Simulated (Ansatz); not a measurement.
The same path of a periodic cell of 17 atoms, Si₁₆Ge (host Si, host structure diamond, interstitial Ge) was run twice with different band settings. Lost on the way: Si1–Ge17. Made: Si12–Ge17.

Method: DFT PBE, scalar-relativistic, plane waves, PAW in Ansatz. Settings: PAW set soft_1, cutoff 420 eV, k mesh 2x2x2, gaussian smearing 0.02 eV, no spin polarisation.

Relaxed end points:

```xyz
17
Lattice="0.0000 5.4300 5.4300 5.4300 0.0000 5.4300 5.4300 5.4300 0.0000" Properties=species:S:1:pos:R:3
Si -0.031 0.048 -0.048
Si 1.356 1.408 1.358
Si 2.718 2.704 -0.010
Si 4.026 4.072 1.358
Si 2.743 0.048 2.765
Si 4.071 1.357 4.073
Si 5.399 2.665 2.765
Si 6.786 4.072 4.124
Si -0.006 2.704 2.726
Si 1.356 4.072 4.022
Si 2.718 5.440 2.726
Si 4.071 6.787 4.073
Si 2.743 2.665 5.382
Si 4.115 4.072 6.788
Si 5.424 5.440 5.420
Si 6.786 6.736 6.788
Ge 6.786 9.502 6.788
```

```xyz
17
Lattice="0.0000 5.4300 5.4300 5.4300 0.0000 5.4300 5.4300 5.4300 0.0000" Properties=species:S:1:pos:R:3
Si 0.000 -0.004 0.001
Si 1.351 1.343 1.351
Si 2.715 2.711 0.057
Si 4.080 4.080 1.351
Si 2.715 0.029 2.716
Si 4.080 1.343 4.081
Si 5.373 2.711 2.716
Si 6.735 4.093 4.125
Si 0.057 2.711 2.716
Si 1.351 4.080 4.081
Si 2.715 5.393 2.716
Si 4.125 6.759 4.125
Si 2.715 2.711 5.375
Si 4.125 4.093 6.737
Si 5.430 5.426 5.431
Si 6.735 6.759 6.737
Ge 8.145 8.141 8.146
```

Common settings: climbing image yes; spring 5.0 eV/Å²; optimiser quadratic models (default); force threshold 0.05 eV/Å; end points relaxed.

| run | movable images | start path | iteration limit | theory |
| --- | --- | --- | --- | --- |
| 1 | 5 | straight line | 54 | DFT PBE, scalar-relativistic, plane waves, PAW PAW set soft_1, cutoff 420 eV, k mesh 2x2x2, gaussian smearing 0.02 eV, no spin polarisation |
| 2 | 3 | default | 50 | DFT PBE, scalar-relativistic, plane waves, PAW PAW set soft_1, cutoff 300 eV, k mesh 2x2x2, gaussian smearing 0.02 eV, no spin polarisation |

(1) What does each run give, and how far can it be trusted?

Results:

(1) Run 1: converged after 23 iterations, highest image 0.332 eV above the first end. By the program's own check the climbing image is of a kind that is not told: the force calls were inconclusive, a negative curvature could not be distinguished from the path's own, the only one lies far off the path, or fixed occupations may fill a level only in part (lowest curvatures found: 0.18 and 0.40 eV/Å²).
Run 2: converged after 12 iterations, highest image 0.342 eV above the first end. The order of the stationary point at the top wasn't checked. The plane-wave cutoff is below what these datasets need, so energies and pressures aren't converged.
Limits of this set-up: coarse k mesh, a small cell, in which the defect meets its images.
